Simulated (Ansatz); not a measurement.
`[F][Zn][BH][SiH3]` + H₂ → `[BH2][Zn][F]` + SiH₄ at 600 K and 1 bar (hydrogenolysis of a B–Si bond).

Gas-phase electronic energies from Ansatz, PBE0-D4/def2-TZVP geometries. CBS: MP2 limit from def2 TZ/QZ plus the TZ coupled-cluster correction, frozen cores. This one scheme is used for every species. For Zn outer-core shells are correlated without core-valence functions, which leaves a few kJ/mol of doubt a bond. Scalar relativity is left out up to krypton. Each species was taken in one conformer, which may not be the lowest.

```csv
species,CCSD(T)/CBS energy (Eh),H − E (kJ/mol),S (J/(mol·K))
`[F][Zn][BH][SiH3]`,-2194.43736,157.6,438.7
H₂,-1.17544,43.9,150.8
`[BH2][Zn][F]`,-1904.16040,93.4,334.4
SiH₄,-291.46306,108.7,242.3
```

H − E and S are ideal-gas, rigid-rotor, harmonic terms from PBE0-D4/def2-TZVP, for one conformer and one mirror image of each species. The MP2-based limit puts H₂ 0.8 mEh under its directly extrapolated value; such offsets cancel only in part. 1 Eh = 2625.50 kJ/mol, R = 8.31446 J/(mol·K).

By hand: ΔE, ΔH, ΔS and ΔG.

ΔE = (-1904.16040) + (-291.46306) − (-2194.43736) − (-1.17544) = -0.01066 Eh = -28.0 kJ/mol. Δ(H − E) = 93.4 + 108.7 − 157.6 − 43.9 = 0.6, so ΔH = -27.4 kJ/mol. ΔS = 334.4 + 242.3 − 438.7 − 150.8 = -12.8 J/(mol·K). ΔG = -27.4 − 600 × (-12.8)/1000 = -19.7 kJ/mol.

By hand: the equilibrium constant, and the temperature at which ΔG would vanish if ΔH and ΔS stayed fixed.

log₁₀ K = −ΔG/(RT ln 10) = 1.7. ΔG = 0 at ΔH/ΔS = 2141 K, though so small a ΔS makes that figure unsure.

The number of gas molecules stays the same, so ΔS is small and ΔH decides. A doubt of 5 kJ/mol in ΔE shifts log₁₀ K by 0.4 here. Other conformers and mirror images would add mixing entropy, several J/(mol·K) or more a flexible species. These are equilibria of isolated gas molecules and say nothing of rates. Largest T1 diagnostic: 0.016 (customary marks: 0.02 for closed shells, 0.045 for open ones).
